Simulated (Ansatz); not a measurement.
Cs₃H₂, relaxed as a doublet with UKS PBE-D4/def2-TZVP in Ansatz, starting from the GFN1-xTB geometry. Force threshold 0.02 eV/Å.

In the def2 sets Cs takes a core potential; there is no spin–orbit coupling. Another isomer (doublet) lies 0.16 eV lower at PBE0-D4/def2-TZVP; other spin states weren't run for this one.

Start:

```xyz
5

Cs    1.0527   -0.7942    1.3747
Cs    0.6465    0.1161   -2.7449
Cs   -1.6263    2.2853    0.2234
H     1.1966   -2.0243   -1.0858
H    -1.2694    0.4171    2.2326
```

Q: Estimate the energy that the relaxation releases and the steps that it takes.

A: 45.1 kJ/mol, in 8 steps; 21 s on 4 threads of Arm Neoverse V2 on a shared host. No frequencies were taken in this run, so the end may be a saddle point.

Q: Does the start keep its bonding and symmetry?

A: By distances, no bond broke or formed. The bond that changes most is Cs2–Cs3, from 4.32 to 5.09 Å (atoms count from 1).

Q: Predict the relaxed structure.

A: 
```xyz
5

Cs    0.902   -1.474    1.767
Cs    0.630   -0.124   -3.136
Cs   -2.022    2.443    0.367
H     1.311   -1.456   -0.910
H    -0.820    0.611    1.913
```
Bond lengths (bridged metal pairs left out): 1 × Cs–Cs 5.09 Å; 4 × Cs–H 2.68 to 2.71 Å.
